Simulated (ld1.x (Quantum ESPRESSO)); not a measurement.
**Configuration tests for boron (B) (TM)**

boron, norm-conserving Troullier–Martins (Kleinman–Bylander form), made with ld1.x (Quantum ESPRESSO) 7.5 (PBEsol, scalar-relativistic). Core [He], reference 2s2 2p1. Waves: 2p (bound): rc 2.25 bohr; 2s (bound): rc 1.05 bohr. Local part: the s channel. Core correction: none.

Energies are relative to the spin-unpolarised reference configuration 2s2 2p1; without spin polarisation the order of configurations can differ from experiment.

```tsv
valence configuration	charge	ΔE all-electron (eV)	error AE − PS (meV)
2s2 2p0	+1	8.139	+31
2s2 2p0.5	+0.5	2.855	+4.0
2s1 2p1	+1	14.264	-10
2s1 2p2	0	5.819	+2.4
2s2 2p1.3	-0.3	-0.724	+0.3
```

What are ΔE and the potential's error for 2s0 2p3?

ΔE = 11.657 eV all-electron; the error (AE − PS) is +11 meV.

What are ΔE and the potential's error for 2s1 2p0?

ΔE = 33.401 eV all-electron; the error (AE − PS) is +125 meV.

Levels in the configuration 2s1 2p1:

| level | all-electron (eV) | pseudo (eV) |
| --- | --- | --- |
| 2s | -19.482 | -19.508 |
| 2p | -13.364 | -13.356 |
